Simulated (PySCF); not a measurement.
The multiplicity is imposed and other spin states were not computed.

Species: [Zn(F)] (charge 0, multiplicity 2).

**Question.** Predict the highest occupied spin orbital, dipole moment and charge on the central atom (meta-Löwdin) from PBE-D3(BJ)/def2-TZVP // PBE-D3(BJ)/def2-SVP (PySCF 2.14.0).

**Answer.** 
```yaml
highest_occupied_spin_orbital: -5.87 eV
dipole_moment: 2.74 D
charge on the central atom (meta-Löwdin): 0.74 e
```
